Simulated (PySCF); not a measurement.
This script is equivalent to a calculation on Mg (magnesium, neutral).

```python
from pyscf import gto, scf, dft, mp, cc
import basis_set_exchange as bse
mol = gto.M(atom="Mg 0 0 0", charge=0, spin=0, symmetry="D2h",
            basis=gto.basis.parse(bse.get_basis("x2c-TZVPall", elements=["Mg"], fmt="nwchem", header=False)),
            nucmod="G")
mf = scf.UHF(mol).sfx2c1e()
mf.irrep_nelec = {'Ag': (3, 3), 'B1u': (1, 1), 'B2u': (1, 1), 'B3u': (1, 1)}
mf.kernel()
```

(1) What total energy does it give?

(2) Which occupied shell lies highest, and where?

Answers

(1) -199.91293 hartree (calculated).

(2) 3s, at -6.894 eV.
